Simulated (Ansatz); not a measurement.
# Cost against result

Saddle point of BNH6OF2, closed shell (BH₃OF₂ ([OH2][BH]([F])[F]) + NH₃ → BNH₄OF₂ ([NH3][B]([OH])([F])[F]) + H₂; bonds formed: B1–N8, H2–H7, H5–N8; dative contacts that become bonds: B1–O6; bonds broken: B1–H2, H5–O6, H7–N8), PBE0-D4/def2-TZVP structure:

B1  (-0.854, -0.838, -0.396)
H2  (0.054, -0.183, -1.251)
F3  (-1.339, -1.818, -1.213)
F4  (-1.752, 0.160, -0.078)
H5  (0.815, 0.629, 1.104)
O6  (-0.133, -1.278, 0.748)
H7  (0.427, 0.515, -0.618)
N8  (0.823, 1.294, 0.331)
H9  (0.114, -2.199, 0.662)
H10  (1.734, 1.721, 0.222)
H11  (0.111, 1.997, 0.488)
(Å)

Barriers are electronic and count from the start structure reached by relaxing down the imaginary mode.

Ansatz 0.2.0; basis: as named in each row; cores frozen in the correlated methods. B3LYP uses VWN-RPA correlation. Extrapolation: Hartree–Fock as exp(−7.88 √X), correlation as X^−2.97.

Times are rough, for one single point on 4 threads of a shared host (Arm Neoverse V1).

The estimate by CCSD(T) at an estimated basis limit (MP2 extrapolated from triple and quadruple zeta, plus CCSD(T) − MP2 in triple zeta) is 62.9 kJ/mol.

```json
{"method": "HF", "basis": "STO-3G", "time (s)": "under 1", "barrier (kJ/mol)": "229.7", "method less estimate": "166.8"}
{"method": "PBE-D4", "basis": "STO-3G", "time (s)": "under 1", "barrier (kJ/mol)": "165.4", "method less estimate": "102.5"}
{"method": "SPW92", "basis": "def2-SVP", "time (s)": "under 1", "barrier (kJ/mol)": "30.6", "method less estimate": "-32.3"}
{"method": "B3LYP-D4", "basis": "6-31G", "time (s)": "under 1", "barrier (kJ/mol)": "66.4", "method less estimate": "3.5"}
{"method": "PBE0-D4", "basis": "def2-SVP", "time (s)": "under 1", "barrier (kJ/mol)": "49.5", "method less estimate": "-13.4"}
{"method": "PBE-D4", "basis": "def2-SVP", "time (s)": "under 1", "barrier (kJ/mol)": "41.1", "method less estimate": "-21.8"}
{"method": "SPW92", "basis": "def2-TZVPP", "time (s)": "2", "barrier (kJ/mol)": "32.7", "method less estimate": "-30.2"}
{"method": "PBE-D4", "basis": "def2-TZVPP", "time (s)": "2", "barrier (kJ/mol)": "43.7", "method less estimate": "-19.2"}
{"method": "BLYP-D4", "basis": "def2-TZVPP", "time (s)": "2", "barrier (kJ/mol)": "50.4", "method less estimate": "-12.5"}
{"method": "B3LYP-D4", "basis": "def2-TZVPP", "time (s)": "2", "barrier (kJ/mol)": "56.0", "method less estimate": "-6.9"}
{"method": "BHLYP-D4", "basis": "def2-TZVPP", "time (s)": "3", "barrier (kJ/mol)": "65.2", "method less estimate": "2.3"}
{"method": "CAM-B3LYP-D4", "basis": "def2-TZVPP", "time (s)": "3", "barrier (kJ/mol)": "59.5", "method less estimate": "-3.4"}
{"method": "PBE0-D4", "basis": "def2-TZVPP", "time (s)": "4", "barrier (kJ/mol)": "51.1", "method less estimate": "-11.7"}
{"method": "r2SCAN-D4", "basis": "def2-TZVPP", "time (s)": "4", "barrier (kJ/mol)": "44.2", "method less estimate": "-18.7"}
{"method": "r2SCAN0-D4", "basis": "def2-TZVPP", "time (s)": "5", "barrier (kJ/mol)": "51.4", "method less estimate": "-11.5"}
{"method": "wB97M-V", "basis": "def2-SVP", "time (s)": "5", "barrier (kJ/mol)": "56.6", "method less estimate": "-6.3"}
{"method": "B2PLYP", "basis": "def2-TZVPP", "time (s)": "6", "barrier (kJ/mol)": "61.1", "method less estimate": "-1.8"}
{"method": "PBE-QIDH", "basis": "def2-TZVPP", "time (s)": "6", "barrier (kJ/mol)": "59.0", "method less estimate": "-3.9"}
{"method": "RPA on PBE", "basis": "def2-TZVPP", "time (s)": "6", "barrier (kJ/mol)": "66.7", "method less estimate": "3.8"}
{"method": "wB97X-V", "basis": "def2-TZVPP", "time (s)": "8", "barrier (kJ/mol)": "60.1", "method less estimate": "-2.8"}
{"method": "CCSD(T)", "basis": "def2-SVP", "time (s)": "8", "barrier (kJ/mol)": "65.5", "method less estimate": "2.6"}
{"method": "B97M-V", "basis": "def2-TZVPP", "time (s)": "8", "barrier (kJ/mol)": "47.1", "method less estimate": "-15.7"}
{"method": "wB97M-V", "basis": "def2-TZVPP", "time (s)": "8", "barrier (kJ/mol)": "59.5", "method less estimate": "-3.4"}
{"method": "MP2", "basis": "def2-QZVPP", "time (s)": "37", "barrier (kJ/mol)": "61.7", "method less estimate": "-1.2"}
{"method": "CCSD(T)", "basis": "def2-TZVPP", "time (s)": "190", "barrier (kJ/mol)": "64.9", "method less estimate": "2.0"}
```

All methods are single points on the PBE0-D4 structures.

No T1 diagnostic of these runs exceeds 0.012.

The step is the kind of ligand exchange by which a precursor binds to a hydroxyl group, or is hydrolysed, in atomic layer deposition of oxides.

Labels in which every atom is bracketed show which atoms are joined, not bond orders.
